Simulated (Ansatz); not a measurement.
CF2InN, SMILES `N#[C][In]([F])[F]` at its PBE0-D4/def2-TZVP geometry, where that method's forces vanish. Charge 0, multiplicity 1. In takes the def2 core potential.

| atom | x (Å) | y (Å) | z (Å) |
| --- | --- | --- | --- |
| N1 | -0.014 | 0.705 | 2.491 |
| C2 | -0.008 | 0.391 | 1.382 |
| In3 | 0.004 | -0.173 | -0.611 |
| F4 | 0.350 | 1.043 | -2.055 |
| F5 | -0.331 | -1.966 | -1.207 |

Problem. For each bond, give half the difference of the two atoms' forces along it (eV/Å; positive pushes the atoms apart) under PBE-D4, r2SCAN-D4, B3LYP-D4, ωB97M-V in def2-TZVPP. (Estimate.)

Solution. Ansatz gave: 
```csv
bond,length (Å),PBE-D4,r2SCAN-D4,B3LYP-D4,ωB97M-V
N1–C2,1.152,1.47,0.54,-0.02,-0.26
C2–In3,2.072,-0.90,-0.30,-0.03,0.11
In3–F4,1.919,0.42,0.08,0.21,0.03
In3–F5,1.919,0.42,0.08,0.21,0.03
```

B3LYP here is the variant with VWN-RPA as its local correlation; programs differ in this.
